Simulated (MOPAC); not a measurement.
Input file for MOPAC: AM1 on C2H6OSi (a complex), monomers drawn apart or pushed together.

```
AM1 1SCF PRECISE CHARGE=0 THREADS=1
C2H6OSi

C     -1.51545864 1     1.37846351 1     0.75122853 1
C     -0.56332081 1     0.70776336 1     0.43583967 1
Si     0.87950428 1    -0.31372284 1    -0.05537086 1
H     -2.35654803 1     1.97344578 1     1.01763644 1
H      0.53573615 1    -1.74234411 1     0.06396102 1
H      1.20314508 1     0.01137719 1    -1.46203965 1
H      2.02923032 1     0.02806532 1     0.80506116 1
O     -0.04592797 1    -0.70886505 1     2.92464991 1
H      0.53924925 1    -0.06214144 1     3.33256062 1
H     -0.65849507 1    -0.18567400 1     2.39200521 1
```

The log:

```
*******************************************************************************
 **                                                                           **
 **                              MOPAC v23.2.5                                **
 **                                                                           **
 *******************************************************************************
 ** MOPAC's Digital Object Identifier: https://doi.org/10.5281/zenodo.6511958 **
 **                                                                           **
 ** Please cite the open-source release paper for use of this MOPAC version:  **
 ** J. E. Moussa and J. J. P. Stewart (2026)                                  **
 ** MOPAC: An open-source semiempirical molecular orbital program             **
 ** J. Open Source Softw., 11(119), 8025, https://doi.org/10.21105/joss.08025 **
 *******************************************************************************

                              AM1 CALCULATION RESULTS

 *******************************************************************************
 *  AM1        - The AM1 Hamiltonian to be used
 *
 *
 *
 *                 CHARGE ON SYSTEM = 0
 *
 *
 *
 *  PRECISE    - TIGHTER CRITERIA TO BE USED
 *  1SCF       - DO 1 SCF AND THEN STOP
 *  THREADS=1  - MULTI-THREADING NOT USED
 *  T=         - A TIME OF 172800.0 SECONDS REQUESTED
 *  DUMP=N     - RESTART FILE WRITTEN EVERY 7200.0 SECONDS REQUESTED
 *******************************************************************************
AM1 1SCF PRECISE CHARGE=0 THREADS=1
 C2H6OSi

   ATOM   CHEMICAL          X               Y               Z
  NUMBER   SYMBOL      (ANGSTROMS)     (ANGSTROMS)     (ANGSTROMS)

     1       C         -1.51545864  *   1.37846351  *   0.75122853  *
     2       C         -0.56332081  *   0.70776336  *   0.43583967  *
     3      Si          0.87950428  *  -0.31372284  *  -0.05537086  *
     4       H         -2.35654803  *   1.97344578  *   1.01763644  *
     5       H          0.53573615  *  -1.74234411  *   0.06396102  *
     6       H          1.20314508  *   0.01137719  *  -1.46203965  *
     7       H          2.02923032  *   0.02806532  *   0.80506116  *
     8       O         -0.04592797  *  -0.70886505  *   2.92464991  *
     9       H          0.53924925  *  -0.06214144  *   3.33256062  *
    10       H         -0.65849507  *  -0.18567400  *   2.39200521  *



          CARTESIAN COORDINATES

    NO.       ATOM           X           Y           Z

     1         C         -1.5155      1.3785      0.7512
     2         C         -0.5633      0.7078      0.4358
     3        Si          0.8795     -0.3137     -0.0554
     4         H         -2.3565      1.9734      1.0176
     5         H          0.5357     -1.7423      0.0640
     6         H          1.2031      0.0114     -1.4620
     7         H          2.0292      0.0281      0.8051
     8         O         -0.0459     -0.7089      2.9246
     9         H          0.5392     -0.0621      3.3326
    10         H         -0.6585     -0.1857      2.3920

  H: (AM1): M.J.S. DEWAR ET AL, J. AM. CHEM. SOC. 107 3902-3909 (1985)
  C: (AM1): M.J.S. DEWAR ET AL, J. AM. CHEM. SOC. 107 3902-3909 (1985)
  O: (AM1): M.J.S. DEWAR ET AL, J. AM. CHEM. SOC. 107 3902-3909 (1985)
 Si: (AM1): M.J.S.DEWAR, C. JIE, ORGANOMETALLICS, 6, 1486-1490 (1987).

           Empirical Formula: C2 H6 O Si  =    10 atoms



      MOLECULAR POINT GROUP   :   C1


      RHF CALCULATION, NO. OF DOUBLY OCCUPIED LEVELS = 12


 -------------------------------------------------------------------------------
 AM1 1SCF PRECISE CHARGE=0 THREADS=1
 C2H6OSi



     1SCF WAS SPECIFIED, SO BFGS WAS NOT USED
     SCF FIELD WAS ACHIEVED


                              AM1 CALCULATION
                                                       MOPAC v23.2.5 Linux




          FINAL HEAT OF FORMATION =        -11.24814 KCAL/MOL =     -47.06221 KJ/MOL


          COSMO AREA              =        129.40 SQUARE ANGSTROMS
          COSMO VOLUME            =        118.18 CUBIC ANGSTROMS

          IONIZATION POTENTIAL    =         11.145026 EV
          HOMO LUMO ENERGIES (EV) =        -11.145  1.120
          NO. OF FILLED LEVELS    =         12
          MOLECULAR WEIGHT        =         74.1543         POINT GROUP:  C1

          MOLECULAR DIMENSIONS (Angstroms)

            Atom       Atom       Distance
            H     9    H     6     4.84090
            H     4    H     7     4.73840
            H     7    H     5     2.27255


          SCF CALCULATIONS        =          1





   ATOM   CHEMICAL          X               Y               Z
  NUMBER   SYMBOL      (ANGSTROMS)     (ANGSTROMS)     (ANGSTROMS)

     1       C         -1.51545864  *   1.37846351  *   0.75122853  *
     2       C         -0.56332081  *   0.70776336  *   0.43583967  *
     3      Si          0.87950428  *  -0.31372284  *  -0.05537086  *
     4       H         -2.35654803  *   1.97344578  *   1.01763644  *
     5       H          0.53573615  *  -1.74234411  *   0.06396102  *
     6       H          1.20314508  *   0.01137719  *  -1.46203965  *
     7       H          2.02923032  *   0.02806532  *   0.80506116  *
     8       O         -0.04592797  *  -0.70886505  *   2.92464991  *
     9       H          0.53924925  *  -0.06214144  *   3.33256062  *
    10       H         -0.65849507  *  -0.18567400  *   2.39200521  *

                             CARTESIAN COORDINATES

   1    C       -1.515458640     1.378463510     0.751228530
   2    C       -0.563320810     0.707763360     0.435839670
   3   Si        0.879504280    -0.313722840    -0.055370860
   4    H       -2.356548030     1.973445780     1.017636440
   5    H        0.535736150    -1.742344110     0.063961020
   6    H        1.203145080     0.011377190    -1.462039650
   7    H        2.029230320     0.028065320     0.805061160
   8    O       -0.045927970    -0.708865050     2.924649910
   9    H        0.539249250    -0.062141440     3.332560620
  10    H       -0.658495070    -0.185674000     2.392005210


           Empirical Formula: C2 H6 O Si  =    10 atoms



      MOLECULAR POINT GROUP   :   C1


                  EIGENVALUES
 -36.35859 -32.92533 -20.41862 -18.13168 -16.17912 -14.86664 -13.63774 -13.11607
 -12.94318 -12.04951 -11.21620 -11.14503   1.11975   1.17216   1.37096   1.95384
   2.16689   2.21875   4.10015   4.53857   6.35064   6.41213


              NET ATOMIC CHARGES AND DIPOLE CONTRIBUTIONS

  ATOM NO.   TYPE          CHARGE      No. of ELECS.   s-Pop       p-Pop
    1          C          -0.183233        4.1832     1.27311     2.91012
    2          C          -0.447825        4.4478     1.34388     3.10395
    3         Si           0.939758        3.0602     0.81757     2.24268
    4          H           0.215824        0.7842     0.78418
    5          H          -0.161033        1.1610     1.16103
    6          H          -0.182828        1.1828     1.18283
    7          H          -0.177834        1.1778     1.17783
    8          O          -0.400646        6.4006     1.86193     4.53872
    9          H           0.193102        0.8069     0.80690
   10          H           0.204715        0.7953     0.79528
 DIPOLE           X         Y         Z       TOTAL
 POINT-CHG.     0.809     0.332    -0.432     0.976
 HYBRID        -0.921     1.423     0.225     1.710
 SUM           -0.112     1.755    -0.207     1.771


          ATOMIC ORBITAL ELECTRON POPULATIONS

     Atom    s        px        py        pz
    1  C   1.27311   0.96851   0.97023   0.97138
    2  C   1.34388   1.04689   1.03504   1.02202
    3 Si   0.81757   0.69384   0.76311   0.78572
    4  H   0.78418
    5  H   1.16103
    6  H   1.18283
    7  H   1.17783
    8  O   1.86193   1.50057   1.35297   1.68518
    9  H   0.80690
   10  H   0.79528

 **********************
 *                    *
 * JOB ENDED NORMALLY *
 *                    *
 **********************




 == MOPAC DONE ==
```

The run finished.

Cost: very roughly 0.020 core-seconds.
